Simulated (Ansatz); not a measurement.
Ansatz results at the PBE0-D4/def2-TZVP geometry: HOMO energy (ωB97M-V/def2-TZVPP) -8.71 eV; LUMO energy (PBE0/def2-TZVPP) -1.36 eV; HOMO–LUMO gap (ωB97M-V/def2-TZVPP) 9.20 eV.

(1) Which molecule gave them?
A. `C=C=C(Cl)O[SiH3]`
B. `[SiH3][B]1[O][GeH2]1`
C. `C=N/C(O)=N\C`
D. `[GeH3][SiH]1BO1`

Results:

(1) B. The others give `C=C=C(Cl)O[SiH3]`: -9.04, -0.86, 10.28; `C=N/C(O)=N\C`: -9.64, -1.59, 10.22; `[GeH3][SiH]1BO1`: -9.05, -1.12, 9.78.
